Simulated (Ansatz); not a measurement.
Molecule: sum formula NbO2Cl, charge 0, multiplicity 1. 
Structure (B3LYP-D3(BJ)/def2-TZVP (Ansatz, a first-principles code) minimum search):
```xyz
4

Nb     0.2552     0.0114     0.3311
O      1.6675    -0.7496    -0.2726
O     -0.4929    -1.0963     1.4042
Cl    -1.1682     0.8412    -1.3312
```

Basis-set convergence of Hartree-Fock and CCSD correlation energies (hartree) with Ansatz. Correlated levels leave the core frozen unless marked. No spin-orbit coupling. The frozen core is the preceding noble-gas configuration, with the filled d and f shells of earlier blocks. Past Kr the def2 sets carry scalar-relativistic core potentials.

The T1 diagnostic of CCSD in the largest basis is 0.030, which is high, so the coupled-cluster rows are less sure than usual.

```csv
basis,functions,E(HF),"E(corr, CCSD)"
def2-SVPD,107,-665.43210,-0.71141
def2-TZVPPD,187,(withheld),(withheld)
```

Problem. What belongs in the gaps?

Solution. 
- def2-TZVPPD, E(HF): -665.78500
- def2-TZVPPD, E(corr, CCSD): -0.85661
